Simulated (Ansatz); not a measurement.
The cluster GeCl4, relaxed as a singlet with RKS PBE-D4/def2-SVP in Ansatz, starting from the GFN1-xTB geometry. Force threshold 0.02 eV/Å.

Another isomer (singlet) lies 3.59 eV lower at PBE0-D4/def2-TZVP; other spin states weren't run for this one.

Start:

```xyz
5

Ge   -0.239   -0.488   -1.295
Cl   -1.580    0.300    2.474
Cl   -0.499    0.754    0.824
Cl    1.287   -1.878   -0.544
Cl    1.031    1.313   -1.459
```

Task: Estimate the energy that the relaxation releases and the steps that it takes.

Result: 0.30 eV, in 7 steps; 4.5 s on 4 threads of Arm Neoverse V2 on a shared host. No frequencies were taken in this run, so the end may be a saddle point.

Task: Does the start keep its bonding?

Result: By distances, no bond broke or formed. The bond that changes most is Ge1–Cl3, from 2.47 to 2.71 Å (atoms count from 1).

Task: Predict the relaxed structure.

Result: 
```xyz
5

Ge   -0.223   -0.611   -1.356
Cl   -1.654    0.310    2.523
Cl   -0.450    0.922    0.862
Cl    1.340   -1.989   -0.625
Cl    0.987    1.368   -1.404
```
Bond lengths: 2 × Cl–Ge 2.21 to 2.32 Å; 1 × Cl–Cl 2.14 Å.
